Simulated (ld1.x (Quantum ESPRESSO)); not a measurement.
An all-electron radial function and its pseudo partner (F)

Columns: radius, all-electron u(r) and pseudo u(r) of the 2p shell (level -11.12 eV) of fluorine in the configuration [He] 2s2 2p5; PBE, non-relativistic, ultrasoft scheme, ld1.x (Quantum ESPRESSO) 7.5.

```csv
r (bohr),all-electron,pseudo
0.065,0.0676,0.0131
0.130,0.2070,0.0516
0.195,0.3617,0.1127
0.260,0.5054,0.1922
0.325,0.6273,0.2847
0.390,0.7249,0.3842
0.455,0.7990,0.4843
0.520,0.8512,0.5792
0.585,0.8845,0.6637
0.650,0.9017,0.7338
0.715,0.9060,0.7871
0.780,0.9001,0.8224
0.845,0.8862,0.8404
0.910,0.8663,0.8428
0.975,0.8421,0.8322
1.040,0.8147,0.8118
1.105,0.7853,0.7851
1.170,0.7546,0.7548
1.235,0.7232,0.7233
1.300,0.6917,0.6917
1.365,0.6603,0.6603
1.430,0.6294,0.6294
1.495,0.5992,0.5992
1.560,0.5699,0.5699
1.625,0.5414,0.5414
1.690,0.5140,0.5140
```

Task: How many radial nodes do the two functions have?

Result: The all-electron 2p function has n − l − 1 = 0; the pseudo-wave has 0.

Task: At about which radius was the pseudo-wave matched?

Result: 1.30 bohr. The columns agree to 0.0005 from 1.10 bohr on; several derivatives are matched, so the curves merge somewhat inside the radius.

Task: Where does each function peak?

Result: Outermost all-electron maximum near 0.71 bohr, pseudo maximum near 0.91 bohr (to the table’s step).

Task: Is the pseudo-wave norm-conserving?

Result: No, it belongs to an ultrasoft set: the norm inside the radius is not constrained, and the difference is carried by the augmentation charge.
